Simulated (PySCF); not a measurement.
Run record: excited-state job, `FCCCBr` (BrCH2CH2CH2F).

Computed with TDDFT PBE0/def2-SVPD, vertical, gas phase, core orbitals frozen in the response (PySCF 2.14.0, density-fitted response routines). Geometry: GFN2-xTB. A driver script takes a list of jobs; this job's settings line and coordinates (Å) are shown.

Input:
```
{"job": {"kind": "uv", "xc": "PBE0", "basis": "def2-SVPD", "nstates": 8, "ntriplets": 3}, "charge": 0, "multiplicity": 1}
F     -1.224244    -0.308081     1.599791
C     -1.298781     0.141057     0.304001
C     -0.096028    -0.346862    -0.493503
C      1.190946     0.208674     0.092044
Br     2.733324    -0.366787    -0.954529
H     -1.333871     1.234796     0.354159
H     -2.234268    -0.245668    -0.111662
H     -0.068148    -1.438803    -0.473179
H     -0.213099    -0.024204    -1.529877
H      1.200116     1.298306     0.078394
H      1.349477    -0.149760     1.108398
```

Question: What does the run print?

Answer: 
```
coarse grid: 43008 points
cycle   1  E = -2790.9030272848  dE = -7.417e-01  |g| = 4.181e-01  |ddm| = 4.008e+00
cycle   2  E = -2790.8821108030  dE =  2.092e-02  |g| = 5.691e-01  |ddm| = 9.807e-01
cycle   3  E = -2790.9352767810  dE = -5.317e-02  |g| = 5.651e-02  |ddm| = 4.610e-01
cycle   4  E = -2790.9357661063  dE = -4.893e-04  |g| = 1.872e-02  |ddm| = 6.976e-02
cycle   5  E = -2790.9358448594  dE = -7.875e-05  |g| = 4.736e-03  |ddm| = 2.831e-02
cycle   6  E = -2790.9358500655  dE = -5.206e-06  |g| = 6.432e-04  |ddm| = 7.371e-03
final grid: 90536 points
cycle   7  E = -2790.9358072206  dE =  4.522e-09  |g| = 7.952e-04  |ddm| = 4.642e-03
cycle   8  E = -2790.9358070597  dE =  1.609e-07  |g| = 1.136e-03  |ddm| = 2.634e-03
cycle   9  E = -2790.9358073884  dE = -3.287e-07  |g| = 7.999e-05  |ddm| = 1.524e-03
cycle  10  E = -2790.9358073901  dE = -1.624e-09  |g| = 1.223e-05  |ddm| = 1.329e-04
cycle  11  E = -2790.9358073901  dE = -3.456e-11  |g| = 2.795e-06  |ddm| = 1.680e-05
converged SCF energy = -2790.9358073901

Static polarisability (au): isotropic 61.216, principal 52.315 54.329 77.006

Singlet excitations
state   eV       nm        f      main configurations
  1   6.1408    201.9   0.00060   H->L 0.86, H-1->L 0.10
  2   6.1710    200.9   0.00150   H-1->L 0.86, H->L 0.10
  3   7.5810    163.5   0.05636   H->L+1 0.76, H->L+2 0.11
  4   7.6155    162.8   0.05545   H-1->L+1 0.77, H-1->L+2 0.11, H->L+1 0.08
  5   8.1168    152.8   0.03260   H->L+2 0.77, H->L+1 0.10
  6   8.1483    152.2   0.01046   H-1->L+2 0.77, H-1->L+1 0.09
  7   8.2265    150.7   0.02101   H->L+3 0.90
  8   8.2550    150.2   0.06759   H-1->L+3 0.84, H-2->L 0.09

Triplet excitations (Tamm-Dancoff, eV): 5.4784 5.5163 7.3486
```

The SCF starts on a coarse grid where the log names one; the energy can jump when the final grid takes over, and dE then counts from the start density on the new grid. H and L stand for HOMO and LUMO; the number after each pair is its weight.

Question: Which computed singlet has the largest oscillator strength, and what do all of them sum to?

Answer: State 8 at 8.26 eV (150 nm), f = 0.068; the 8 states sum to 0.246.

Question: Give S1 in cm⁻¹ and kJ/mol.

Answer: 6.1408 eV × 8065.54 = 49529 cm⁻¹; × 96.485 = 592.5 kJ/mol.

Main results: HOMO -8.00 eV, LUMO -0.30 eV; lowest singlet 6.14 eV; lowest triplet 5.48 eV (Tamm–Dancoff); mean polarisability 61.2 au.

 Relativistic effects, spin–orbit coupling among them, are left out although an element past zinc is present.

Question: Estimate the wall time. Hardware: x86-64 server, one thread, no GPU, shared host.

Answer: About 22 s.

One conformer stands for the species.
Labels such as C1 count atoms from 1, the log's own numbers from 0.
